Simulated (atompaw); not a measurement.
## Reading a pseudo-wave (Ag)

Columns: radius, all-electron u(r) and pseudo u(r) of the 4d shell (level -8.70 eV) of silver in the configuration [Kr] 4d10 5s0.5 5p0.5; LDA (PW92), scalar-relativistic, PAW (atompaw) scheme, atompaw 4.2.0.5.

```json
{"r (bohr)": "0.115", "all-electron": "-0.2673", "pseudo": "0.0004"}
{"r (bohr)": "0.231", "all-electron": "-0.4497", "pseudo": "0.0028"}
{"r (bohr)": "0.346", "all-electron": "-0.2504", "pseudo": "0.0093"}
{"r (bohr)": "0.462", "all-electron": "0.0962", "pseudo": "0.0214"}
{"r (bohr)": "0.577", "all-electron": "0.4173", "pseudo": "0.0398"}
{"r (bohr)": "0.692", "all-electron": "0.6541", "pseudo": "0.0652"}
{"r (bohr)": "0.808", "all-electron": "0.8019", "pseudo": "0.0973"}
{"r (bohr)": "0.923", "all-electron": "0.8743", "pseudo": "0.1348"}
{"r (bohr)": "1.038", "all-electron": "0.8939", "pseudo": "0.1764"}
{"r (bohr)": "1.154", "all-electron": "0.8786", "pseudo": "0.2204"}
{"r (bohr)": "1.269", "all-electron": "0.8423", "pseudo": "0.2640"}
{"r (bohr)": "1.385", "all-electron": "0.7940", "pseudo": "0.3054"}
{"r (bohr)": "1.500", "all-electron": "0.7405", "pseudo": "0.3419"}
{"r (bohr)": "1.615", "all-electron": "0.6855", "pseudo": "0.3719"}
{"r (bohr)": "1.731", "all-electron": "0.6308", "pseudo": "0.3942"}
{"r (bohr)": "1.846", "all-electron": "0.5788", "pseudo": "0.4074"}
{"r (bohr)": "1.962", "all-electron": "0.5293", "pseudo": "0.4117"}
{"r (bohr)": "2.077", "all-electron": "0.4835", "pseudo": "0.4073"}
{"r (bohr)": "2.192", "all-electron": "0.4411", "pseudo": "0.3953"}
{"r (bohr)": "2.308", "all-electron": "0.4017", "pseudo": "0.3769"}
{"r (bohr)": "2.423", "all-electron": "0.3659", "pseudo": "0.3541"}
{"r (bohr)": "2.538", "all-electron": "0.3332", "pseudo": "0.3285"}
{"r (bohr)": "2.654", "all-electron": "0.3031", "pseudo": "0.3017"}
{"r (bohr)": "2.769", "all-electron": "0.2758", "pseudo": "0.2756"}
{"r (bohr)": "2.885", "all-electron": "0.2508", "pseudo": "0.2508"}
{"r (bohr)": "3.000", "all-electron": "0.2283", "pseudo": "0.2283"}
```

Problem. How many radial nodes do the two functions have?

Solution. The all-electron 4d function has n − l − 1 = 1; the pseudo-wave has 0, since the states of the same l below it are removed with the core.

Problem. Where does each function peak?

Solution. Outermost all-electron maximum near 1.04 bohr, pseudo maximum near 1.96 bohr (to the table’s step).

Problem. Is the pseudo-wave norm-conserving?

Solution. No, it belongs to a PAW set: the norm inside the radius is not constrained, and the difference is carried by the augmentation charge.
